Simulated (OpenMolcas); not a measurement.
What dynamic correlation does to the levels of Ti

* Program: OpenMolcas 26.06
* Basis: ANO-L-VTZP [6s5p3d2f1g]
* Scalar Hamiltonian: non-relativistic, point nucleus
* Active space: 2 electrons in 5 orbitals (3d)
* State averaging: 2S+1 = 3 even, 10 roots; 2S+1 = 1 even, 15 roots
* Spin-orbit coupling: state interaction with AMFI integrals over the reference wave functions, term energies averaged over their components

Methods on the same reference wave functions:
A. CASSCF
B. SS-CASPT2, IPEA 0.25 Eh, imaginary shift 0.1 Eh (closed shells correlated: 3s 3p 4s)

Energies in cm⁻¹ above 3d² 4s² ³F₂, the measured ground level; measured values from NIST Handbook of Basic Atomic Spectroscopic Data.

```csv
Level,A,B,Measured
3d² 4s² ³F₂,0.0,0.0,0.0
3d² 4s² ³F₃,184,186,170
3d² 4s² ³F₄,425,427,387
3d² 4s² ¹D₂,10664,6850,7255
3d² 4s² ³P₀,12811,10380,8437
3d² 4s² ³P₁,12874,10440,8492
3d² 4s² ³P₂,13008,10570,8602
3d² 4s² ¹G₄,16411,13340,12118
3d² 4s² ¹S₀,39632,29300,
```

Deviations, from unrounded energies. A percentage is the sum of absolute deviations over the sum of measured energies, with the sign that they share, or ± where signs differ.

```tsv
Against measurement	Levels	A	B
mean absolute deviation (cm-1)	7	3000	1100
fine structure of the ground term (%)	2	+9.4	+10.0
other terms of the ground configuration (%)	5	+46.5	±16.7
```

B lies closest to measurement on these levels. The largest miss of B in the table is 3d² 4s² ³P₂, by +2000 cm-1. The ranking rests on the paired levels alone, and a cruder setting can come out closer through cancelling errors.

From A to B the spin-free energies of the other terms of 3d² 4s² shown, above ³F, scale by factors of 0.63 to 0.81.

The lowest spin-free term lies below A's lowest term by 0.290 hartree in B.

CASPT2 does not keep the components of a term degenerate, so their means are used; among the terms shown or strongly mixed into the levels shown the widest spread is 1300 cm-1 (3d² 4s² ¹G, B). With the s shell closed, the reference lacks s² → p², s² → d² and s → d mixing, so excited terms can stand far too high and out of order, with CASPT2 too. Without dynamic correlation excited terms often stand tens of per cent too high (terms of higher spin than the ground term too low), and those without a measured partner can miss by more than the paired ones (holds for A). Some terms miss by over 15 % even with CASPT2, which points to a basis or an active space too small for the shells correlated (holds for B). Computed and measured levels are paired by configuration, term and J; levels that our copy of the source lacks, or whose pairing is in doubt (as where it misses far off the trend of its configuration), stay unpaired and out of the deviations. Only configurations of the active space appear.
